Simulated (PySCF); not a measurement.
SSn (SMILES [S]=[Sn]), singlet, at a GFN2-xTB geometry (such geometries of metal compounds can be far from the true shape) (core potentials on Sn); BHANDHLYP/def2-SVP, TDA triplets run with PySCF.

Input for PySCF:
```python
from pyscf import gto, scf, dft, tdscf

mol = gto.M(
    atom='''
Sn   -0.00000000   -0.00000000   -0.54106796
S     0.00000000    0.00000000    1.69083738
''',
    basis='def2-svp',
    ecp={'Sn': 'def2-svp'},
    verbose=4,
)

mf = dft.RKS(mol)
mf.xc = 'bhandhlyp'
mf.kernel()
td = mf.TDA()
td.nstates = 5
td.singlet = False
td.kernel()
td.analyze(verbose=3)
```

The log (banner, timings and long lists left out):

```
PySCF version 2.14.0

[INPUT] verbose = 4
[INPUT] num. atoms = 2
[INPUT] num. electrons = 38
[INPUT] charge = 0
[INPUT] spin (= nelec alpha-beta = 2S) = 0
[INPUT] symmetry False subgroup None
[INPUT] Mole.unit = angstrom
[INPUT] Symbol           X                Y                Z      unit          X                Y                Z       unit  Magmom
[INPUT]  1 Sn     0.000000000000   0.000000000000  -0.541067960000 AA    0.000000000000   0.000000000000  -1.022470259177 Bohr   0.0
[INPUT]  2 S      0.000000000000   0.000000000000   1.690837380000 AA    0.000000000000   0.000000000000   3.195219569377 Bohr   0.0

nuclear repulsion = 83.4580100264646
number of shells = 18
number of NR pGTOs = 97
number of NR cGTOs = 44
basis = def2-svp
ecp = {'Sn': 'def2-svp'}

******** <class 'pyscf.dft.rks.RKS'> ********
method = RKS
initial guess = minao
damping factor = 0
level_shift factor = 0
DIIS = <class 'pyscf.scf.diis.CDIIS'>
diis_start_cycle = 1
diis_space = 8
diis_damp = 0
SCF conv_tol = 1e-09
SCF conv_tol_grad = None
SCF max_cycles = 50
direct_scf = True
direct_scf_tol = 1e-13
XC library pyscf.dft.libxc version 7.1.2
    S. Lehtola, C. Steigemann, M. J. T. Oliveira, and M. A. L. Marques,  SoftwareX 7, 1–5 (2018)
XC functionals = bhandhlyp
    A. D. Becke,  J. Chem. Phys. 98, 1372 (1993)
    Defined through Gaussian implementation.
radial grids:
    Treutler-Ahlrichs [JCP 102, 346 (1995); DOI:10.1063/1.469408] (M4) radial grids

becke partition: Becke, JCP 88, 2547 (1988); DOI:10.1063/1.454033
pruning grids: <function nwchem_prune>
grids dens level: 3
symmetrized grids: False
atomic radii adjust function: <function treutler_atomic_radii_adjust>
small_rho_cutoff = 0
Set gradient conv threshold to 3.16228e-05
Initial guess from minao.
tot grids = 40840
init E= -589.499740085943
  HOMO = -0.779586596670039  LUMO = -0.608239816237633  gap/eV = 4.66258
cycle= 1 E= -610.223427139869  delta_E= -20.7  |g|=  2.6  |ddm|= 6.82
  HOMO = -0.0334558117239254  LUMO = 0.0661337892628917  gap/eV = 2.70997
cycle= 2 E= -608.699938810873  delta_E= 1.52  |g|=  3.7  |ddm|= 8.41
  HOMO = -0.226009712670488  LUMO = -0.0169816051272722  gap/eV = 5.68794
cycle= 3 E= -612.220540247446  delta_E= -3.52  |g|= 0.524  |ddm|= 6.04
  HOMO = -0.258331923784658  LUMO = -0.0575547586402438  gap/eV = 5.46342
cycle= 4 E= -612.319296322031  delta_E= -0.0988  |g|= 0.17  |ddm|= 1.05
  HOMO = -0.300701486442439  LUMO = -0.0643384415730321  gap/eV = 6.43177
cycle= 5 E= -612.328973034701  delta_E= -0.00968  |g|= 0.0551  |ddm|= 0.284
  HOMO = -0.293259714051026  LUMO = -0.0608875499720516  gap/eV = 6.32317
cycle= 6 E= -612.330165584054  delta_E= -0.00119  |g|= 0.00429  |ddm|= 0.0844
  HOMO = -0.294085628447424  LUMO = -0.0607198646636412  gap/eV = 6.35021
cycle= 7 E= -612.330176746862  delta_E= -1.12e-05  |g|= 0.000912  |ddm|= 0.00838
  HOMO = -0.293897929688196  LUMO = -0.0606541646157902  gap/eV = 6.34689
cycle= 8 E= -612.330177325793  delta_E= -5.79e-07  |g|= 0.000547  |ddm|= 0.00303
  HOMO = -0.29386857476025  LUMO = -0.0606929517374354  gap/eV = 6.34503
cycle= 9 E= -612.330177470406  delta_E= -1.45e-07  |g|= 9.3e-05  |ddm|= 0.00115
  HOMO = -0.293861787539629  LUMO = -0.0606938212573976  gap/eV = 6.34482
cycle= 10 E= -612.330177477155  delta_E= -6.75e-09  |g|= 8.65e-06  |ddm|= 0.000383
  HOMO = -0.293862101331333  LUMO = -0.0606925384045838  gap/eV = 6.34487
cycle= 11 E= -612.33017747719  delta_E= -3.44e-11  |g|= 8.68e-07  |ddm|= 1.97e-05
  HOMO = -0.293862432357161  LUMO = -0.0606926339253326  gap/eV = 6.34487
Extra cycle  E= -612.33017747719  delta_E= -5.68e-13  |g|= 1.15e-06  |ddm|= 3.12e-06
converged SCF energy = -612.33017747719

******** <class 'pyscf.tdscf.rks.TDA'> for <class 'pyscf.dft.rks.RKS'> ********
nstates = 5 triplet
deg_eia_thresh = 1.000e-03
wfnsym = None
conv_tol = 1e-05
eigh lindep = 1e-12
eigh level_shift = 0
eigh max_cycle = 100

Excitation energies (eV)
[2.47529271 2.76428357 2.76428552 2.86931334 2.86931334]

** Triplet excitation energies and oscillator strengths **
Excited State   1:      2.47529 eV    500.89 nm  f=0.0000
Excited State   2:      2.76428 eV    448.52 nm  f=0.0000
Excited State   3:      2.76429 eV    448.52 nm  f=0.0000
Excited State   4:      2.86931 eV    432.10 nm  f=0.0000
Excited State   5:      2.86931 eV    432.10 nm  f=0.0000
```
